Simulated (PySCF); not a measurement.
Constitutional and geometric isomers with formula CH10Si3. Gas-phase values, no solvent. One relaxed conformer stands for each flexible species; it need not be the lowest. Strings in code marks are SMILES.

Calculation: PBE-D3(BJ)/def2-TZVP // B3LYP-D3(BJ)/def2-TZVP in PySCF. 

```json
[
 {"species": "`C[SiH2][SiH2][SiH3]` (C–Si–Si–Si torsion 59°)", "HOMO (eV)": "?", "HOMO–LUMO gap (eV)": "5.75"},
 {"species": "`[SiH]([SiH3])(C)[SiH3]`", "HOMO (eV)": "-6.66", "HOMO–LUMO gap (eV)": "5.62"},
 {"species": "`[SiH3][SiH2]C[SiH3]` (Si–C–Si–Si torsion 56°)", "HOMO (eV)": "-6.98", "HOMO–LUMO gap (eV)": "6.05"},
 {"species": "`[SiH3]C([SiH3])[SiH3]`", "HOMO (eV)": "-7.56", "HOMO–LUMO gap (eV)": "?"}
]
```

**Question.** Some entries are withheld; supply them.

**Answer.** 
- `C[SiH2][SiH2][SiH3]` (C–Si–Si–Si torsion 59°), HOMO (eV): -6.71
- `[SiH3]C([SiH3])[SiH3]`, HOMO–LUMO gap (eV): 6.68
